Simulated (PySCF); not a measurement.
# XPS shifts beside NMR shieldings

Compound: C5H12BFO.
Structure used (PBE0-D3(BJ)/def2-SVP), in Å, numbered top down from 1:
```
atom  x, y, z in Å
B1    -0.8975   -1.9523   -0.8152
O2    -0.3101   -0.6378   -0.0652
C3    -1.2262    0.4364    0.2125
C4    -0.3199    1.6095    0.5126
C5     0.8250    1.3823   -0.4723
C6     0.9764   -0.1332   -0.4889
C7     2.0041   -0.6700    0.4878
F8     3.2425   -0.2298    0.1040
H9     0.0272   -2.7487   -0.7726
H10   -1.1734   -1.5577   -1.9441
H11   -1.8627   -2.2631   -0.1367
H12   -1.8686    0.1097    1.0397
H13   -1.8459    0.5961   -0.6853
H14   -0.8273    2.5735    0.3704
H15    0.0355    1.5675    1.5541
H16    1.7665    1.8731   -0.1891
H17    0.5455    1.7446   -1.4728
H18    1.1757   -0.5309   -1.4945
H19    1.7915   -0.3090    1.5092
H20    1.9821   -1.7708    0.4863
```

Binding energies: delta-SCF UKS SCAN, pcX-2 on the ionised atom, pcseg-1 elsewhere, spin-free X2C (PySCF 2.14.0). Shieldings: GIAO KT3/pcSseg-1, non-relativistic, same geometry.

| atom | isotropic shielding (ppm) |
| --- | --- |
| C3 | 104.6 |
| C4 | 155.1 |
| C5 | 153.1 |
| C6 | 99.1 |
| C7 | 103.1 |

Q: What are the C 1s binding energies of these atoms?

A: 
| atom | environment | C 1s (eV) | isotropic shielding (ppm) |
| --- | --- | --- | --- |
| C5 | ring CH2 carbon | 291.55 | 153.1 |
| C4 | ring CH2 carbon | 291.69 | 155.1 |
| C6 | sp3 carbon bound to oxygen | 292.91 | 99.1 |
| C3 | sp3 carbon bound to oxygen | 292.98 | 104.6 |
| C7 | sp3 C–F carbon | 293.46 | 103.1 |

Q: Among the listed atoms, is the one with the highest binding energy also the least shielded?

A: No. The highest binding energy is at C7 (293.46 eV, shielding 103.1 ppm), the lowest shielding at C6 (99.1 ppm, 292.91 eV).

By binding energy: C5 < C4 < C6 < C3 < C7. By shielding: C6 < C7 < C3 < C5 < C4.

Geometry: PBE0-D3(BJ)/def2-SVP, one conformer, isolated molecule.
